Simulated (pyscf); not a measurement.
**Hydrogen shift: H₂C=CH–CH₂⁻ → H₂C=C⁻–CH₃**

Gas phase, singlet surface, charge -1. Bonds broken: C2–H6. Bonds formed: C1–H6. PySCF, gas phase, ωB97X-D3(BJ)/def2-SVPD geometries. MP2 and CC: frozen core, UHF for open shells. ΔMP2 is the change of the MP2 total energy from the triple- to the quadruple-zeta basis.

Transition state (Å):

```xyz
8

C     -0.4883     0.6825    -0.3820
C      0.1830    -0.1018     0.6322
C     -0.2644    -1.3052     1.1105
H     -1.3833     0.3192    -0.9440
H      0.0826     1.4749    -0.8840
H     -0.1831     1.1045     0.8736
H     -1.0892    -1.8627     0.6178
H      0.1994    -1.8060     1.9709
```

One imaginary mode, 1641i cm⁻¹; descent along it reached the two sides named.

```csv
bond,change,reactant side (Å),saddle,product side
C2–H6,breaks,1.105,1.283,2.177
C1–H6,forms,2.101,1.359,1.107
```

Electronic energies relative to the reactant's lowest minimum found (kJ/mol):

```json
[
 {"level": "ωB97X-D3(BJ)/def2-TZVPD", "barrier": "256.4", "reaction energy": "+64.3", "reverse barrier": "192.2"},
 {"level": "PBE/def2-TZVPD", "barrier": "229.1", "reaction energy": "+70.9", "reverse barrier": "158.2"},
 {"level": "r²SCAN/def2-TZVPD", "barrier": "242.0", "reaction energy": "+72.3", "reverse barrier": "169.8"},
 {"level": "B3LYP-D3(BJ)/def2-TZVPD", "barrier": "252.5", "reaction energy": "+70.3", "reverse barrier": "182.2"},
 {"level": "PBE0-D3(BJ)/def2-TZVPD", "barrier": "245.8", "reaction energy": "+72.5", "reverse barrier": "173.3"},
 {"level": "M06-2X/def2-TZVPD", "barrier": "251.4", "reaction energy": "+70.2", "reverse barrier": "181.1"},
 {"level": "ωB97M-D3(BJ)/def2-TZVPD", "barrier": "250.9", "reaction energy": "+63.4", "reverse barrier": "187.5"},
 {"level": "HF/def2-TZVPD", "barrier": "297.6", "reaction energy": "+56.7", "reverse barrier": "240.9"},
 {"level": "MP2/def2-QZVPPD", "barrier": "248.5", "reaction energy": "+68.9", "reverse barrier": "179.5"},
 {"level": "CCSD/def2-TZVPPD", "barrier": "258.1", "reaction energy": "+57.2", "reverse barrier": "200.9"},
 {"level": "CCSD(T)/def2-TZVPPD", "barrier": "249.1", "reaction energy": "+57.1", "reverse barrier": "192.0"},
 {"level": "CCSD(T)/def2-TZVPPD + ΔMP2(QZVPPD)", "barrier": "250.1", "reaction energy": "+58.4", "reverse barrier": "191.7"}
]
```

With CCSD(T)/def2-TZVPPD + ΔMP2(QZVPPD) energies and thermal terms (ideal gas, 1 atm, RRHO with modes under 100 cm⁻¹ raised to 100, one conformer, R ln 2 for rigid chiral ones), in kJ/mol:

| T (K) | ΔH‡ | ΔG‡ | ΔH | ΔG |
|---|---|---|---|---|
| 298 | 237.8 | 236.4 | +59.8 | +58.7 |
| 600 | 235.8 | 235.7 | +57.8 | +58.5 |
| 900 | 234.1 | 236.1 | +56.9 | +59.1 |
| 1200 | 232.6 | 236.9 | +56.6 | +59.9 |

One saddle was located; it need not be the lowest between these sides. The CCSD(T) − MP2 part came from Ansatz, without density fitting, on the same reference.
